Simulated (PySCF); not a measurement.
Al(F)(Et)(OH) (C2H6AlFO), SMILES C[CH2][Al]([OH])[F]. Heavy atoms are numbered as in [Al:1]([F:2])([CH2:3][CH3:4])[OH:10]. Hydrogens are named by the atom that carries them.

Coordinates come from a B3LYP-D3(BJ)/def2-SVP optimisation. The values are those of a single conformer.

All values below come from ωB97X/def2-TZVP (PySCF).

ESP charges are fitted to the potential on shells at 1.4 to 2.0 van der Waals radii. Atomic charges (e), one atom of each kind:

```tsv
atom	IAO	ESP fit	Mulliken
Al1	1.37	1.08	0.78
F2	…	-0.50	-0.37
C3 (CH2)	…	-0.20	-0.43
C4 (CH3)	-0.39	-0.12	-0.34
H on C3	0.15	0.02	0.13
H on C4	0.14	0.04	0.12
O10 (OH)	…	-0.87	-0.57
H on O10	…	0.44	0.33
```

Complete the blanks. (The exact figures need the calculation; the answer reports its results.)


- F2, IAO: -0.58
- C3 (CH2), IAO: -0.64
- O10 (OH), IAO: -0.83
- H on O10, IAO: 0.37
